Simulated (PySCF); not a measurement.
4,4-difluoro-1,3-dioxolane (C₃H₄F₂O₂), SMILES FC1(F)COCO1.

Geometry: PBE0-D3(BJ)/def2-SVP. The values are those of a single conformer.

Calculation: CAM-B3LYP/def2-TZVP in PySCF.

Isolated molecule, no solvent.

Q: Estimate the frontier levels, gap, dipole moment and polarisability. (The exact figures need the calculation; the answer reports its results.)

A: 
The highest occupied level comes out as -9.94 eV and the lowest empty level is 2.08 eV. The orbital gap comes out as 12.01 eV and the dipole moment comes out as 2.21 D. The quadrupole, principal values (traceless, Buckingham form, about the centre of nuclear charge) comes out as -6.60, -0.19, 6.79 D·Å and the mean static polarisability is 41.3 bohr³ (6.12 Å³). The polarisability, principal values is 38.2, 38.8, 46.8 bohr³.
